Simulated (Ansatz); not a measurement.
Geometry optimisation, RKS BHLYP/def2-SVP in Ansatz.

The input (input.yaml):

```yaml
crystal:
  periodic: [false, false, false]
  atoms:
    - { symbol: Si, position_ang: [-0.304182, 1.070435, 1.631468] }
    - { symbol: F, position_ang: [-1.337233, -1.311883, 0.169667] }
    - { symbol: H, position_ang: [-1.520359, 1.565271, 0.976532] }
    - { symbol: H, position_ang: [-0.515635, -0.019756, 2.58879] }
    - { symbol: Cl, position_ang: [0.518464, 2.670274, 2.666195] }
    - { symbol: H, position_ang: [0.620709, -0.579582, -1.692193] }
    - { symbol: "N", position_ang: [0.811017, 0.479176, 0.365985] }
    - { symbol: H, position_ang: [-0.590821, -0.958536, -0.218022] }
    - { symbol: "N", position_ang: [0.167429, -1.138917, -2.406569] }
    - { symbol: H, position_ang: [1.140525, 1.198836, -0.265201] }
    - { symbol: H, position_ang: [1.621377, -0.004852, 0.732118] }
    - { symbol: H, position_ang: [0.193652, -2.104247, -2.109034] }
    - { symbol: H, position_ang: [-0.805042, -0.866118, -2.439538] }
basis:
  gaussian: { orbitals: def2-SVP }
hamiltonian:
  xc: { name: BHLYP }
relax:
  f_tol: 0.03
  max_steps: 50
```

Launched with:

```bash
$ ansatz run input.yaml --threads 2 --pin off --max-ram 3072MiB --backend cpu --events-out ev --progress --plain --runs-dir out
```

Where does it end, and by what steps?

The forces met the threshold. After 41 steps the energy has fallen by 0.531 eV; H12 moved furthest, 2.20 Å.

```
step  energy less start (eV)  largest force component (eV/Å)  accepted
   0                  0.0000                           0.755       yes
   2                 -0.0590                           0.805       yes
   4                 -0.1025                           0.465       yes
   6                 -0.1374                           0.066       yes
   8                 -0.1438                           0.060       yes
  10                 -0.1506                           0.233       yes
  12                 -0.1558                           0.168       yes
  14                 -0.1606                           0.127       yes
  16                 -0.1653                           0.167       yes
  18                 -0.1693                           0.144       yes
  20                 -0.1716                           0.377       yes
  22                 -0.1865                           0.101       yes
  24                 -0.1882                           0.896        no
  26                 -0.2197                           0.215       yes
  28                 -0.2549                           0.622       yes
  30                 -0.3380                           0.562       yes
  32                 -0.4344                           0.382       yes
  34                 -0.5035                           0.328       yes
  36                 -0.5155                           0.133       yes
  38                 -0.5270                           0.121       yes
  40                 -0.5303                           0.050       yes
  41                 -0.5306                           0.027       yes
```

```xyz
13
Properties=species:S:1:pos:R:3
Si -0.441 1.214 1.476
F -0.735 -2.146 0.264
H -1.679 1.228 0.685
H -0.675 0.848 2.882
Cl 0.318 3.146 1.486
H 0.941 -0.988 -2.686
N 0.629 0.057 0.767
H -0.208 -1.431 0.582
N 0.252 -0.564 -2.080
H 0.727 0.087 -0.256
H 1.529 -0.078 1.205
H -0.388 -0.055 -2.676
H -0.271 -1.318 -1.647
```

Run time: 2.4 min on 2 threads of Arm Neoverse V2, with other jobs on the host, peak memory 0.28 GiB.
